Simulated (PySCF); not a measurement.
C₇H₆O.
SMILES: `CC#Cc1ccco1`

The closed-shell ground state was solved at several levels (PySCF, density fitting, gas phase, non-relativistic). Geometry: PBE0-D3(BJ)/def2-SVP; no solvent, vibrations or thermal averaging.

```csv
level,basis functions,HOMO (eV),LUMO (eV),gap (eV),dipole (D)
PBE0/pcSseg-1,166,-6.18,-0.52,5.66,0.72
CAM-B3LYP/def2-SVPD,211,-7.36,0.49,7.85,0.76
B3LYP/pcJ-1,276,-5.96,-0.70,5.26,0.69
```

What might KT2/pcSseg-1 (166 basis functions) give for the same quantities?

HOMO -5.19 eV, LUMO -1.36 eV, gap 3.83 eV, dipole 0.71 D.

Over all these levels, which gives the widest orbital gap and which the narrowest?

CAM-B3LYP/def2-SVPD (range-separated hybrid) has the widest, 7.85 eV, and KT2/pcSseg-1 (GGA) the narrowest, 3.83 eV. Functional and basis both differ between the two, so the spread mixes both effects.

How far do the dipole and the HOMO energy spread over the levels?

The dipole runs from 0.69 to 0.76 D (mean 0.72 D) and the HOMO from -7.36 to -5.19 eV.
